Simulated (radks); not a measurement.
Q: These are the eigenvalues of the occupied orbitals of an atom or ion with whole-number occupations (eV). Calculated with a radial shooting solver on a logarithmic mesh with Libxc functionals: Dirac Kohn-Sham, RPBE, spin-unpolarised, spherical densities, point nucleus.

orbital  eigenvalue
1s1/2     -10245.57
2s1/2     -1280.404
2p1/2     -1135.153
2p3/2     -1107.514
3s1/2     -165.0584
3p1/2     -117.9939
3p3/2     -114.3026
3d3/2      -35.3188
3d5/2      -34.8226
4s1/2      -17.4309
4p1/2       -9.4108
4f5/2       -0.4445

Which element is it, and in what charge state? The configuration may be excited. Open shells, if any, fill j = l - 1/2 first.

A: Z = 31, gallium, charge 0: Ga in [Ar] 3d9 4s2 4p1 4f1. The list shows which subshells hold electrons but not how many an open one holds; the 1s level, -376.52 hartree, gives Z - s = 27.4 by -(Z - s)^2/2, which with screening and relativity narrows Z to a few neighbours, and the depths of the outer levels then fix element, charge and occupations together.
